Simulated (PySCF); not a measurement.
Al(F)(I)(OMe) (CH3AlFIO), SMILES C[O][Al]([F])[I]. Atoms are numbered in the order given.

```xyz
8

Al     0.6871     1.0042     0.0000
F      2.3242     1.2326     0.0000
I     -0.2129    -1.2704     0.0000
O     -0.3078     2.3510     0.0000
C     -1.6614     2.6740     0.0000
H     -1.9109     3.2758    -0.8903
H     -1.9109     3.2758     0.8903
H     -2.3137     1.7816     0.0000
```

Geometry optimised at PBE0-D3(BJ)/def2-SVP. The def2 effective core potentials stand for the cores of I; spin–orbit coupling is left out. The values are those of a single conformer.

These are PBE0-D3(BJ)/def2-SVP (PySCF 2.14.0) values and carry that method's errors.

Frequencies are harmonic and unscaled.

```json
[
 {"mode": "1", "ν (cm⁻¹)": "66", "IR (km/mol)": "2.9", "Raman (Å⁴/amu)": "1.4", "depolarisation": "0.71", "moving atoms (share of kinetic energy)": "C 50 %, H 23 %, I 14 %"},
 {"mode": "2", "ν (cm⁻¹)": "78", "IR (km/mol)": "0.0", "Raman (Å⁴/amu)": "0.1", "depolarisation": "0.75", "moving atoms (share of kinetic energy)": "H 99 %"},
 {"mode": "3", "ν (cm⁻¹)": "102", "IR (km/mol)": "1.0", "Raman (Å⁴/amu)": "0.0", "depolarisation": "–", "moving atoms (share of kinetic energy)": "O 45 %, H 19 %, C 17 %, F 15 %"},
 {"mode": "4", "ν (cm⁻¹)": "171", "IR (km/mol)": "7.2", "Raman (Å⁴/amu)": "1.6", "depolarisation": "0.61", "moving atoms (share of kinetic energy)": "F 68 %, I 10 %, Al 10 %"},
 {"mode": "5", "ν (cm⁻¹)": "226", "IR (km/mol)": "18.4", "Raman (Å⁴/amu)": "2.2", "depolarisation": "0.43", "moving atoms (share of kinetic energy)": "O 61 %, I 11 %, F 8 %"},
 {"mode": "6", "ν (cm⁻¹)": "238", "IR (km/mol)": "66.3", "Raman (Å⁴/amu)": "2.3", "depolarisation": "0.75", "moving atoms (share of kinetic energy)": "Al 68 %, O 18 %, F 12 %"},
 {"mode": "7", "ν (cm⁻¹)": "348", "IR (km/mol)": "65.4", "Raman (Å⁴/amu)": "6.5", "depolarisation": "0.10", "moving atoms (share of kinetic energy)": "Al 46 %, F 22 %, I 13 %, O 9 %, C 9 %"},
 {"mode": "8", "ν (cm⁻¹)": "723", "IR (km/mol)": "165.0", "Raman (Å⁴/amu)": "7.6", "depolarisation": "0.19", "moving atoms (share of kinetic energy)": "Al 42 %, O 20 %, C 19 %, F 13 %"},
 {"mode": "9", "ν (cm⁻¹)": "922", "IR (km/mol)": "79.2", "Raman (Å⁴/amu)": "0.5", "depolarisation": "0.75", "moving atoms (share of kinetic energy)": "Al 49 %, F 43 %"},
 {"mode": "10", "ν (cm⁻¹)": "1186", "IR (km/mol)": "19.0", "Raman (Å⁴/amu)": "3.3", "depolarisation": "0.74", "moving atoms (share of kinetic energy)": "H 72 %, C 21 %"},
 {"mode": "11", "ν (cm⁻¹)": "1189", "IR (km/mol)": "0.1", "Raman (Å⁴/amu)": "0.8", "depolarisation": "0.75", "moving atoms (share of kinetic energy)": "H 77 %, C 19 %"},
 {"mode": "12", "ν (cm⁻¹)": "1278", "IR (km/mol)": "334.3", "Raman (Å⁴/amu)": "6.3", "depolarisation": "0.17", "moving atoms (share of kinetic energy)": "O 58 %, C 32 %"},
 {"mode": "13", "ν (cm⁻¹)": "1475", "IR (km/mol)": "1.9", "Raman (Å⁴/amu)": "16.1", "depolarisation": "0.75", "moving atoms (share of kinetic energy)": "H 97 %"},
 {"mode": "14", "ν (cm⁻¹)": "1478", "IR (km/mol)": "1.1", "Raman (Å⁴/amu)": "19.9", "depolarisation": "0.67", "moving atoms (share of kinetic energy)": "H 94 %"},
 {"mode": "15", "ν (cm⁻¹)": "1484", "IR (km/mol)": "12.1", "Raman (Å⁴/amu)": "12.3", "depolarisation": "0.74", "moving atoms (share of kinetic energy)": "H 90 %, C 9 %"},
 {"mode": "16", "ν (cm⁻¹)": "3016", "IR (km/mol)": "73.6", "Raman (Å⁴/amu)": "147.3", "depolarisation": "0.01", "moving atoms (share of kinetic energy)": "H 97 %"},
 {"mode": "17", "ν (cm⁻¹)": "3103", "IR (km/mol)": "35.8", "Raman (Å⁴/amu)": "80.2", "depolarisation": "0.48", "moving atoms (share of kinetic energy)": "H 90 %, C 10 %"},
 {"mode": "18", "ν (cm⁻¹)": "3117", "IR (km/mol)": "27.2", "Raman (Å⁴/amu)": "123.3", "depolarisation": "0.75", "moving atoms (share of kinetic energy)": "H 90 %, C 10 %"}
]
```
